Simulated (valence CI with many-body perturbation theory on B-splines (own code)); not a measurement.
Forbidden lines of Ce¹⁸⁺

Calculated by relativistic CI+MBPT: four valence electrons over a frozen Dirac-Fock core [Kr], radial functions for each j: 9 s, 9 p, 10 d, 8 f, 5 g, 3 h, 1 i, with the one-electron correlation potential Σ1 (screened to all orders), the two-electron term Σ2, the three-electron term Σ3, Breit, model QED; selected single and double excitations, second order for the rest (own B-spline code, finite nucleus).

No measured levels were compared; by estimate terms of the open shell hold to 2 to 4 % of their energy, and close levels can change places. Only levels of the ground parity were solved; by the run's estimate the other parity begins above the list, which can be wrong where configurations are misplaced.

Lines 1 to 50 of 120 in falling wavelength, among levels below 254420 cm⁻¹, chosen from the decays that carry over 1 % of a level's rate. Wavelengths and rates use the calculated energies, so an error of 2000 cm⁻¹ moves a line at 809.2 nm by 16 % and its rate by three times that or more. Weak lines are less certain than strong ones. Lines between different terms over intervals too small for the method are left out, as are lines whose strength nearly cancels. Branching is blank where the lifetime is uncertain.

Levels are named by their leading jj configuration (3d3/2^4 stands for four electrons in 3d with j = 3/2), which in mixed levels can hold well under half, so a name can repeat and another be missing. Letters in brackets count levels of one name in rising energy.

```tsv
λ vac (nm)	Upper	Lower	Type	A (s⁻¹)	Branch %
3560	(4d3/2^3 4d5/2) J=4	(4d3/2^2 4d5/2^2) J=3 [a]	M1	3.71e-01	100.0
1716	(4d3/2^2 4d5/2^2) J=6	(4d3/2^2 4d5/2^2) J=5	M1	2.18e+00	99.4
1217	(4d3/2^2 4d5/2^2) J=3 [a]	(4d3/2^2 4d5/2^2) J=2 [a]	M1	2.06e+01	100.0
809.2	(4d3/2^2 4d5/2^2) J=2 [c]	(4d3/2^2 4d5/2^2) J=1	M1	1.97e+01	11.4
807.2	(4d3/2^2 4d5/2^2) J=2 [a]	(4d3/2^3 4d5/2) J=1	M1	8.40e+01	100.0
740.3	(4d3/2^2 4d5/2^2) J=4 [c]	(4d3/2 4d5/2^3) J=5	M1	7.83e+00	1.1
739.0	(4d3/2^2 4d5/2^2) J=5	(4d3/2^2 4d5/2^2) J=4 [a]	M1	3.69e+01	19.4
736.8	(4d3/2^2 4d5/2^2) J=2 [e]	(4d3/2 4d5/2^3) J=1 [a]	M1	1.83e+01	1.7
591.6	(4d3/2^3 4d5/2) J=1	(4d3/2^4) J=0	M1	1.77e+02	100.0
581.0	(4d3/2 4d5/2^3) J=3 [a]	(4d3/2^2 4d5/2^2) J=4 [b]	M1	1.75e+01	1.1
564.1	(4d3/2^2 4d5/2^2) J=4 [b]	(4d3/2^2 4d5/2^2) J=3 [b]	M1	7.73e+01	47.9
561.2	(4d3/2^2 4d5/2^2) J=2 [c]	(4d3/2^2 4d5/2^2) J=2 [b]	M1	3.36e+01	19.5
558.6	(4d3/2 4d5/2^3) J=3 [c]	(4d3/2^2 4d5/2^2) J=2 [f]	M1	4.83e+01	
528.2	(4d3/2^2 4d5/2^2) J=1	(4d3/2^2 4d5/2^2) J=0 [a]	M1	1.06e+02	9.1
517.3	(4d3/2 4d5/2^3) J=1 [b]	(4d3/2^2 4d5/2^2) J=2 [f]	M1	6.97e+01	3.7
516.3	(4d3/2^2 4d5/2^2) J=4 [a]	(4d3/2^3 4d5/2) J=4	M1	2.13e+02	77.8
514.2	(4d3/2^2 4d5/2^2) J=2 [d]	(4d3/2^2 4d5/2^2) J=2 [c]	M1	2.49e+01	1.5
499.6	(4d3/2^2 4d5/2^2) J=4 [c]	(4d3/2 4d5/2^3) J=3 [a]	M1	1.39e+01	2.0
495.3	(4d3/2^2 4d5/2^2) J=2 [c]	(4d3/2^2 4d5/2^2) J=3 [b]	M1	2.61e+00	1.5
463.6	(4d3/2 4d5/2^3) J=4 [a]	(4d3/2^2 4d5/2^2) J=5	M1	5.47e+01	4.4
450.9	(4d3/2^2 4d5/2^2) J=4 [a]	(4d3/2^2 4d5/2^2) J=3 [a]	M1	6.07e+01	22.2
431.9	(4d3/2^2 4d5/2^2) J=2 [e]	(4d3/2 4d5/2^3) J=3 [a]	M1	2.30e+01	2.1
421.6	(4d3/2 4d5/2^3) J=5	(4d3/2^2 4d5/2^2) J=4 [b]	M1	2.10e+02	32.6
411.0	(4d3/2 4d5/2^3) J=1 [a]	(4d3/2^2 4d5/2^2) J=2 [c]	M1	1.18e+02	5.4
401.6	(4d3/2 4d5/2^3) J=3 [b]	(4d3/2^2 4d5/2^2) J=2 [d]	M1	1.74e+01	1.4
380.0	(4d3/2^2 4d5/2^2) J=4 [b]	(4d3/2^2 4d5/2^2) J=4 [a]	M1	6.84e+01	42.4
377.1	(4d3/2 4d5/2^3) J=4 [a]	(4d3/2^2 4d5/2^2) J=3 [b]	M1	4.30e+01	3.5
357.7	(4d3/2^2 4d5/2^2) J=3 [b]	(4d3/2^3 4d5/2) J=4	M1	1.73e+01	3.3
351.7	(4d3/2^2 4d5/2^2) J=4 [c]	(4d3/2 4d5/2^3) J=4 [a]	M1	1.27e+02	18.1
337.8	(4d3/2 4d5/2^3) J=3 [b]	(4d3/2 4d5/2^3) J=3 [a]	M1	1.07e+02	8.7
335.8	(4d3/2 4d5/2^3) J=3 [c]	(4d3/2^2 4d5/2^2) J=2 [e]	M1	5.65e+01	
329.7	(4d5/2^4) J=4	(4d3/2^2 4d5/2^2) J=4 [c]	M1	5.26e+01	1.8
329.7	(4d3/2^2 4d5/2^2) J=2 [f]	(4d3/2^2 4d5/2^2) J=2 [d]	M1	2.15e+02	18.1
326.0	(4d3/2 4d5/2^3) J=5	(4d3/2^2 4d5/2^2) J=6	M1	1.34e+02	20.8
325.0	(4d3/2^2 4d5/2^2) J=3 [b]	(4d3/2^2 4d5/2^2) J=3 [a]	M1	2.91e+02	55.4
320.4	(4d3/2 4d5/2^3) J=1 [b]	(4d3/2^2 4d5/2^2) J=2 [e]	M1	2.78e+02	14.8
314.4	(4d3/2^2 4d5/2^2) J=2 [d]	(4d3/2^2 4d5/2^2) J=1	M1	7.53e+01	4.6
307.1	(4d3/2 4d5/2^3) J=3 [a]	(4d3/2^2 4d5/2^2) J=2 [b]	M1	4.95e+02	31.1
306.5	(4d3/2^2 4d5/2^2) J=4 [c]	(4d3/2^2 4d5/2^2) J=3 [c]	M1	7.72e+01	11.0
304.0	(4d3/2^2 4d5/2^2) J=5	(4d3/2^3 4d5/2) J=4	M1	1.53e+02	80.5
303.8	(4d3/2 4d5/2^3) J=3 [c]	(4d3/2^2 4d5/2^2) J=4 [c]	M1	2.72e+02	
287.8	(4d3/2 4d5/2^3) J=6	(4d3/2^2 4d5/2^2) J=6	M1	2.97e+02	44.1
286.2	(4d3/2 4d5/2^3) J=3 [a]	(4d3/2^2 4d5/2^2) J=3 [b]	M1	4.88e+02	30.7
284.9	(4d3/2 4d5/2^3) J=4 [a]	(4d3/2^2 4d5/2^2) J=4 [a]	M1	7.67e+02	61.9
279.6	(4d3/2^2 4d5/2^2) J=2 [e]	(4d3/2^2 4d5/2^2) J=3 [c]	M1	2.84e+02	25.7
274.0	(4d3/2 4d5/2^3) J=5	(4d3/2^2 4d5/2^2) J=5	M1	2.13e+02	33.0
272.6	(4d3/2 4d5/2^3) J=1 [a]	(4d3/2^2 4d5/2^2) J=1	M1	3.95e+02	18.1
268.3	(4d3/2^2 4d5/2^2) J=2 [d]	(4d3/2^2 4d5/2^2) J=2 [b]	M1	1.48e+02	9.1
263.8	(4d3/2^2 4d5/2^2) J=2 [e]	(4d3/2^2 4d5/2^2) J=2 [c]	M1	2.27e+02	20.6
256.5	(4d3/2^2 4d5/2^2) J=3 [b]	(4d3/2^2 4d5/2^2) J=2 [a]	M1	2.14e+02	40.6
```
